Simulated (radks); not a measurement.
The numbers below are computed, except where a source is named.
Task: Species: As7+. Configuration: [Ar] 3d8. Level of theory: Dirac Kohn-Sham, exchange-only PBE, spin-unpolarised, spherical densities, finite nucleus; open shells fill j = l - 1/2 first; Fermi nuclear charge, rms radius 4.0968 fm (a radial shooting solver on a logarithmic mesh with Libxc functionals). Some entries of the table are withheld. Estimate them.

orbital  occ.  eigenvalue (eV)  <r^2> (bohr^2)
1s1/2       2              (1)        0.002786
2s1/2       2        -1622.184         0.04838
2p1/2       2              (2)         0.03742
2p3/2       4              (3)         0.03889
3s1/2       2        -317.3657             (4)
3p1/2       2        -263.8223          0.4086
3p3/2       4        -258.4735          0.4213
3d3/2       4              (5)             (6)
3d5/2       4              (7)             (8)

Result: 
(1) 1s1/2 eigenvalue (eV): -11852.57
(2) 2p1/2 eigenvalue (eV): -1463.994
(3) 2p3/2 eigenvalue (eV): -1427.406
(4) 3s1/2 <r^2> (bohr^2): 0.3941
(5) 3d3/2 eigenvalue (eV): -166.5711
(6) 3d3/2 <r^2> (bohr^2): 0.4535
(7) 3d5/2 eigenvalue (eV): -165.7206
(8) 3d5/2 <r^2> (bohr^2): 0.4580
